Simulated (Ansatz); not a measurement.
AsH7SSi2 can be A, `[SiH3][SiH2][AsH]S`, or B, `[SiH3][SiH](S)[AsH2]`.

Calculated with Ansatz (gas phase, PBE0-D4/def2-TZVP geometries, no zero-point term in ΔE). CBS: MP2 limit from def2 TZ/QZ plus the TZ coupled-cluster correction, frozen cores. Functionals use def2-TZVPP. B3LYP here is the variant with VWN-RPA as its local correlation; programs differ in this. For As outer-core shells are correlated without core-valence functions, which leaves a few kJ/mol of doubt a bond. Scalar relativity is left out up to krypton. One conformer a species, not always the lowest.

(1) Which is lower in electronic energy at CCSD(T)/CBS, and by how much? (Estimate.)

(2) Give E(B) − E(A) in kcal/mol with HF/def2-TZVPP, CCSD/def2-TZVPP, B3LYP-D4, PBE-D4, r2SCAN-D4, PBE0-D4, CCSD(T)/def2-TZVPP. (Best estimate.)

Largest T1 diagnostic: 0.012.

Answers

(1) Ansatz gave: B, by 10.2 kcal/mol.

(2) Computed: HF/def2-TZVPP -9.6, CCSD/def2-TZVPP -10.1, B3LYP-D4 -8.9, PBE-D4 -9.2, r2SCAN-D4 -10.2, PBE0-D4 -9.9, CCSD(T)/def2-TZVPP -10.0. None reverses the order clearly.
